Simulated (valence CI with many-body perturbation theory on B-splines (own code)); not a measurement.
# Sensitivity of CI+MBPT for Sr23+

Computed by relativistic CI+MBPT: five valence electrons over a frozen Dirac-Fock core [Ne], radial functions for each j: 6 s, 6 p, 5 d, 3 f, 1 g, with the one-electron correlation potential Σ1 (screened to all orders), the two-electron term Σ2, the three-electron term Σ3, Breit, model QED; selected single and double excitations, second order for the rest, scaled by the run's own slope (own B-spline code, finite nucleus).

No measured spectrum was set against this ion. As an estimate, levels of excited configurations hold to 0.05 to 0.15 % of their energy, terms of the ground configuration to about 0.5 %. Among the levels kept, up to 1200 cm⁻¹ of a level comes from second order outside the variational space, and about a tenth of that is noise between levels of different J, which matters for small intervals.

The reference run has the lowest level 3s2 3p3 4S°_3/2 and an ionisation energy of 1095.53 eV. Its largest variational space holds 9979 state functions.

Names give the largest LS component (configuration and term), which can be under half, so a name can repeat, a term be missing and a line seem to break the LS rules; names also repeat where a configuration has a term twice.

Changed runs:
A. size limit of the variational space 10000 → 6000
B. three-electron term on → off
C. correlating orbitals by l 3 3 3 2 1 → 4 4 3 0 0
D. start configuration 3s2 3p3 → 3s2 3p4 (bad on purpose)

Excitation energies of the reference run in cm⁻¹, and shifts in cm⁻¹:

```csv
Level,Reference,A,B,C
3s2 3p3 2D°_3/2,97351,-0.7,+47,+480
3s2 3p3 2D°_5/2,131783,-2.5,+115,+980
3s2 3p3 2P°_1/2,181665,-1.4,+324,+1116
3s2 3p3 2P°_3/2,269473,-3.0,+223,+883
3s 3p4 4P_5/2,576086,-2.9,-612,-640
3s 3p4 4P_3/2,639953,-5.3,-577,-514
3s 3p4 4P_1/2,654020,-1.1,-513,-409
3s 3p4 2D_3/2,717121,-8.4,-386,+236
3s 3p4 2D_5/2,753348,-7.3,-465,+238
3s2 3p2 3d 4F_3/2,782108,-11,+436,+1764
3s2 3p2 3d 2P_3/2,810188,-12,-109,+834
3s2 3p2 3d 4F_5/2,811767,-10,+585,+1782
Ionisation energy (eV),1095.53,-9e-05,+0.30,-0.21
```

Run D: It gave no result: the electrons of core and valence do not add up to the charge. The program said: "core and valence hold 16 electrons, the ion has 15".
